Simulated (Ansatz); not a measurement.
Al(NH3)F3 (AlNF₃H₃), 8 atoms. Hardware: 4 threads of Intel Xeon on a shared host.

Correlated methods freeze 9 core orbitals.

Problem. How many basis functions does each of these Ansatz runs have, and roughly what does it cost? PBE0-D4/def2-TZVPD, charge -1 doublet at the geometry of the charge 0 singlet, energy, from earlier orbitals; RPA@PBE/def2-TZVP, charge 0 singlet, energy, from earlier orbitals; r2SCAN-D4/def2-TZVPD, charge 0 singlet, energy, from earlier orbitals; r2SCAN-D4/def2-TZVP, charge 0 triplet at the geometry of the charge 0 singlet, energy, from earlier orbitals; PBE-D4/def2-TZVPD, charge -1 doublet at the geometry of the charge 0 singlet, energy, from earlier orbitals; LC-ωPBE (ω = 0.10 bohr⁻¹)/def2-TZVP, charge -1 doublet at the geometry of the charge 0 singlet, energy, from earlier orbitals; LDA (SPW92)/def2-TZVP, charge 0 singlet, energy, from earlier orbitals; PBE0-D4/def2-SVP, charge 0 singlet, energy with a search over starts; r2SCAN-D4/def2-TZVP, charge 0 singlet, energy, from earlier orbitals; PBE-D4/def2-TZVPD, charge 0 singlet, energy, from earlier orbitals; PBE0-D4/def2-TZVP, charge 1 doublet at the geometry of the charge 0 singlet, energy, from earlier orbitals; PBE0-D4/def2-SVP, charge -1 doublet at the geometry of the charge 0 singlet, energy with a search over starts.

Solution. Other jobs shared the machine, so times can vary by a factor of up to 3. A dash marks memory too small to be measured apart from the calling script's.

```json
{"run": "LDA (SPW92)/def2-TZVP, charge 0 singlet, energy, from earlier orbitals", "functions": "179", "fitting or Cholesky vectors": "1014", "wall time": "1.6 s", "peak host memory (GiB)": "–"}
{"run": "PBE0-D4/def2-SVP, charge 0 singlet, energy with a search over starts", "functions": "89", "fitting or Cholesky vectors": "838", "wall time": "2 s", "peak host memory (GiB)": "–"}
{"run": "r2SCAN-D4/def2-TZVP, charge 0 singlet, energy, from earlier orbitals", "functions": "179", "fitting or Cholesky vectors": "1014", "wall time": "3.8 s", "peak host memory (GiB)": "–"}
{"run": "PBE0-D4/def2-SVP, charge -1 doublet at the geometry of the charge 0 singlet, energy with a search over starts", "functions": "89", "fitting or Cholesky vectors": "838", "wall time": "4 s", "peak host memory (GiB)": "–"}
{"run": "PBE-D4/def2-TZVPD, charge 0 singlet, energy, from earlier orbitals", "functions": "227", "fitting or Cholesky vectors": "1187", "wall time": "4.5 s", "peak host memory (GiB)": "–"}
{"run": "r2SCAN-D4/def2-TZVPD, charge 0 singlet, energy, from earlier orbitals", "functions": "227", "fitting or Cholesky vectors": "1187", "wall time": "6 s", "peak host memory (GiB)": "–"}
{"run": "RPA@PBE/def2-TZVP, charge 0 singlet, energy, from earlier orbitals", "functions": "179", "fitting or Cholesky vectors": "1194", "wall time": "7 s", "peak host memory (GiB)": "–"}
{"run": "LC-ωPBE (ω = 0.10 bohr⁻¹)/def2-TZVP, charge -1 doublet at the geometry of the charge 0 singlet, energy, from earlier orbitals", "functions": "179", "fitting or Cholesky vectors": "1014", "wall time": "7.5 s", "peak host memory (GiB)": "–"}
{"run": "PBE-D4/def2-TZVPD, charge -1 doublet at the geometry of the charge 0 singlet, energy, from earlier orbitals", "functions": "227", "fitting or Cholesky vectors": "1187", "wall time": "8.5 s", "peak host memory (GiB)": "–"}
{"run": "PBE0-D4/def2-TZVPD, charge -1 doublet at the geometry of the charge 0 singlet, energy, from earlier orbitals", "functions": "227", "fitting or Cholesky vectors": "1217", "wall time": "13 s", "peak host memory (GiB)": "0.72"}
{"run": "r2SCAN-D4/def2-TZVP, charge 0 triplet at the geometry of the charge 0 singlet, energy, from earlier orbitals", "functions": "179", "fitting or Cholesky vectors": "1014", "wall time": "19 s", "peak host memory (GiB)": "–"}
{"run": "PBE0-D4/def2-TZVP, charge 1 doublet at the geometry of the charge 0 singlet, energy, from earlier orbitals", "functions": "179", "fitting or Cholesky vectors": "1034", "wall time": "25 s", "peak host memory (GiB)": "0.69"}
```
